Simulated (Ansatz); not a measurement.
Relaxation of Na₆ with RKS B3LYP/def2-SVP.

```sh
$ ansatz run in.yaml --threads 4 --pin off --events-out ev --progress --plain --max-ram 3916MiB
```

```yaml
crystal:
  periodic: [false, false, false]
  atoms:
    - {symbol: Na, position_ang: [3.461880, 1.040000, 0.044740]}
    - {symbol: Na, position_ang: [-3.328670, 2.391570, 0.001130]}
    - {symbol: Na, position_ang: [1.558720, -2.060060, 0.100340]}
    - {symbol: Na, position_ang: [-0.574570, -3.950620, 0.103920]}
    - {symbol: Na, position_ang: [-2.384160, -0.266360, -0.198870]}
    - {symbol: Na, position_ang: [1.266800, 2.845470, -0.051250]}
basis:
  gaussian: {orbitals: def2-SVP}
hamiltonian: {xc: {name: B3LYP}}
scf: {omitted_lower_state_checks: [starts]}
output: {orbitals: {seedname: orbitals}}
relax: {f_tol: 0.02, max_steps: 100}
```

Run time 20 s (4 threads of Arm Neoverse V2 on a shared host).

Positions (Å) and forces (eV/Å) at steps 1, 2, 3, 4, 5, 6, 7, 9 of 9:

```xyz
6
step=1 energy=-26489.7706 eV
Na    3.462    1.040    0.045    0.358   -0.237    0.014
Na   -3.329    2.392    0.001   -0.076    0.415    0.023
Na    1.559   -2.060    0.100    0.213    0.368   -0.009
Na   -0.575   -3.951    0.104   -0.334   -0.214   -0.007
Na   -2.384   -0.266   -0.199    0.292   -0.445   -0.009
Na    1.267    2.845   -0.051   -0.454    0.114   -0.011
6
step=2 energy=-26489.9369 eV
Na    3.456    1.034    0.045    0.322   -0.174    0.011
Na   -3.207    2.370    0.002   -0.038    0.348    0.015
Na    1.492   -1.936    0.093    0.177    0.331   -0.008
Na   -0.657   -3.890    0.097   -0.285   -0.180   -0.008
Na   -2.204   -0.338   -0.184    0.257   -0.359   -0.002
Na    1.120    2.760   -0.052   -0.434    0.034   -0.008
6
step=3 energy=-26490.1153 eV
Na    3.503    1.029    0.046    0.236   -0.092    0.007
Na   -3.134    2.404   -0.001    0.013    0.242    0.005
Na    1.465   -1.820    0.086    0.121    0.261   -0.007
Na   -0.723   -3.871    0.091   -0.205   -0.118   -0.008
Na   -2.072   -0.397   -0.171    0.191   -0.237    0.006
Na    0.961    2.655   -0.052   -0.356   -0.056   -0.003
6
step=4 energy=-26490.2608 eV
Na    3.576    1.030    0.047    0.134   -0.025    0.003
Na   -3.079    2.471   -0.004    0.053    0.139   -0.002
Na    1.476   -1.714    0.082    0.055    0.173   -0.005
Na   -0.787   -3.880    0.085   -0.117   -0.037   -0.008
Na   -1.985   -0.453   -0.161    0.122   -0.133    0.011
Na    0.799    2.546   -0.050   -0.248   -0.117    0.001
6
step=5 energy=-26490.3517 eV
Na    3.641    1.042    0.048    0.067    0.006    0.001
Na   -3.025    2.532   -0.009    0.059    0.075   -0.005
Na    1.488   -1.613    0.079    0.027    0.109   -0.003
Na   -0.837   -3.870    0.078   -0.062    0.001   -0.007
Na   -1.924   -0.500   -0.149    0.060   -0.073    0.011
Na    0.657    2.408   -0.047   -0.151   -0.117    0.003
6
step=6 energy=-26490.4028 eV
Na    3.694    1.073    0.047    0.024    0.014    0.000
Na   -2.951    2.586   -0.019    0.031    0.035   -0.005
Na    1.500   -1.514    0.075    0.021    0.056   -0.002
Na   -0.877   -3.842    0.068   -0.025    0.001   -0.005
Na   -1.905   -0.557   -0.132    0.003   -0.029    0.009
Na    0.538    2.253   -0.040   -0.054   -0.078    0.003
6
step=7 energy=-26490.4209 eV
Na    3.746    1.159    0.049    0.001   -0.006    0.000
Na   -2.867    2.646   -0.043   -0.002    0.009   -0.004
Na    1.528   -1.430    0.063    0.000    0.002   -0.001
Na   -0.909   -3.825    0.054    0.012    0.002   -0.002
Na   -1.981   -0.619   -0.097   -0.003    0.005    0.006
Na    0.483    2.070   -0.025   -0.008   -0.012    0.001
6
step=9 energy=-26490.4218 eV
Na    3.748    1.149    0.052   -0.001    0.000    0.000
Na   -2.868    2.673   -0.073    0.000   -0.001   -0.001
Na    1.533   -1.426    0.051   -0.001   -0.001   -0.001
Na   -0.879   -3.820    0.035    0.000    0.000   -0.001
Na   -2.002   -0.614   -0.048    0.000    0.000    0.002
Na    0.468    2.038   -0.017    0.001    0.001    0.000
```

The structure comes from a short search, and lower isomers may exist.
